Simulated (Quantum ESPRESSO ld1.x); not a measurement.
Results of a calculation; reference values are marked as such.
Task: Species: Ni+. Configuration: [Ar] 3d9. Level of theory: scalar-relativistic Kohn-Sham, LDA (Slater exchange, Perdew-Zunger correlation), spin-unpolarised, spherical densities, point nucleus (ld1.x of Quantum ESPRESSO 7.5). Some entries of the table are withheld. Estimate them.

orbital  occ.  eigenvalue (hartree)  r(max) (bohr)  <r^2> (bohr^2)
1s          2             -301.2920          0.035        0.003947
2s          2              -36.1036          0.204         0.07109
2p          6              -31.1208          0.165             (1)
3s          2               -4.1845          0.641             (2)
3p          6               -2.7481          0.646          0.7324
3d          9               -0.4888          0.636           1.579

Result: 
(1) 2p <r^2> (bohr^2): 0.05702
(2) 3s <r^2> (bohr^2): 0.6429
